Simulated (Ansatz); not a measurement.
Ansatz (a first-principles code) input (B2PLYP/def2-TZVPD):

Ansatz 0.2 input:
```yaml
crystal:
  periodic: [false, false, false]
  atoms:
    - {symbol: Pb, position_ang: [0.13000773, 0.11681250, 0.36359047]}
    - {symbol: F, position_ang: [0.92457549, 1.43740443, -1.00083118]}
    - {symbol: Cl, position_ang: [-1.11657722, -1.32442733, -1.22393751]}
basis:
  gaussian:
    orbitals: def2-TZVPD
hamiltonian:
  xc: {name: B2PLYP}
magnetization: {spin_polarized: false}
correlation: {electrons: outside_noble_gas}
```

End of the output:

```
integrals: 0.14 GiB planned
1074 factors; integrals over basis functions are off by at most 8.6e-4 eV
mean field: 0.58 GiB planned
mean field evaluation 1: about -20470.1652 eV, gradient 4.4e1 eV
mean field evaluation 2: about -20470.1859 eV, gradient 4.4e1 eV
mean field evaluation 4: about -20473.7675 eV, gradient 6.3e0 eV
mean field evaluation 8: about -20473.8731 eV, gradient 4.3e-1 eV
mean field evaluation 16: about -20473.8737 eV, gradient 2.1e-4 eV
mean field -20473.87368999 eV, -752.4009804170 hartree, gradient 3.5e-6 eV, S^2 0.000000; 0 other end points of the search recorded, 0 dependent functions left out
15 core orbitals not correlated, not the lowest: weight in the atoms' cores, before any rotation towards them, 0.957 or more for the frozen orbitals, at most 0.055 for the correlated occupied ones
reference -20473.87384541 eV, -752.4009861288 hartree; 9, 9 occupied and 118, 118 virtual orbitals, 1074 factors
second order -17.35141504 eV of doubles, -0.00000000 eV of singles
Total energy: -20478.55872747 eV, -752.5731523690 hartree
```
